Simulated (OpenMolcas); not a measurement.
Mn2+: moving the ligands

Mn2+ with 6 ligands (chloride) in octahedral coordination (Oh) at 2.59 Å. A charge of +0.667 e stands 3.2 Å behind each ligand. Ligand basis ANO-RCC-VDZP.
```
Mn    0.0000    0.0000    0.0000
Cl    2.5900    0.0000    0.0000
Cl    0.0000    2.5900    0.0000
Cl   -2.5900    0.0000    0.0000
Cl    0.0000   -2.5900    0.0000
Cl    0.0000    0.0000    2.5900
Cl    0.0000    0.0000   -2.5900
```

| Quantity | Value |
| --- | --- |
| Program | OpenMolcas 26.06 |
| Method | CASSCF |
| Basis | ANO-RCC-VDZP [5s4p2d1f] |
| Scalar Hamiltonian | DKH2, point nucleus |
| Active space | 5 electrons in 5 orbitals (3d) |
| State averaging | 2S+1 = 6 even, 1 root; 2S+1 = 4 even, 24 roots; 2S+1 = 2 even, 75 roots |
| Spin-orbit coupling | RASSI with atomic mean-field integrals over the reference wave functions |

Runs around this geometry, states (labels of O, the rotations of Oh). Energies in cm-1 above the lowest state or level, χT in cm3 K/mol; 10Dq and B are least-squares fits to the states below 45000 cm-1, weighted by degeneracy, with a free offset, and given where the rms deviation is under 5 % of |10Dq| (or 100 cm-1) and under 700 cm-1.

| R (Å) | Ground state | 10Dq | B (rms of fit) | First gap with spin-orbit (degeneracies) | χT at 300 K | First state of another spin |
| --- | --- | --- | --- | --- | --- | --- |
| 2.51 | 6A1 | 4891 | 1076 (36) | 28103 (6, 2) | 4.386 | 4T1 28143 |
| 2.59 | 6A1 | 3978 | 1083 (32) | 29019 (6, 2) | 4.386 | 4T1 29054 |
| 2.67 | 6A1 | 3244 | 1088 (30) | 29709 (6, 2) | 4.386 | 4T1 29739 |

Taking |10Dq| as R^-n, n = -ln(3244 / 4891) / ln(2.67 / 2.51) = 6.6 between the shortest and longest distance. The point-charge formula for a cubic d site gives n = 5.

Without dynamic correlation the repulsion within the d shell is too large (B by tens of per cent), so at a given field states of lower spin stand too high. Ligand-to-metal charge-transfer states are missing. With no ligand orbital active B as a rule stays too high, so bands that hang on it stand too high and its fall with covalency is understated. With metal d orbitals alone and no dynamic correlation the field as a rule comes out too small, by tens of per cent, by up to half for chloride and softer ligands. No measured value stands beside these numbers; the geometry is a model, was not optimised and need not be the one that this ion takes.
